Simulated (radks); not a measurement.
Values are calculated unless marked as measured or tabulated.
All-electron atom: B3+ in [He] (the NIST ground configuration).

Level of theory: scalar-relativistic Kohn-Sham, r2SCAN, spin-polarised, spherical densities, finite nucleus; meta-GGA in the generalised Kohn-Sham scheme; Fermi nuclear charge, rms radius 2.406 fm (a radial shooting solver on a logarithmic mesh with Libxc functionals).

Energy parts (hartree):
part                     energy
total                 -22.04024
kinetic                22.01431
electron-nucleus      -46.90645
Hartree                 5.79855
exchange-correlation   -2.94665

Orbitals (lengths in bohr, moments of r in powers of bohr):
| orbital | occ. | eigenvalue (hartree) | <r^2> | <1/r> | <r> | <r^4> |
|---|---|---|---|---|---|---|
| 1s | 2 | -8.61427 | 0.1429 | 4.691 | 0.3252 | 0.05321 |

The highest occupied level is 1s at -234.41 eV. The electron density at the nucleus is 70.65 e/bohr^3 (large components only).
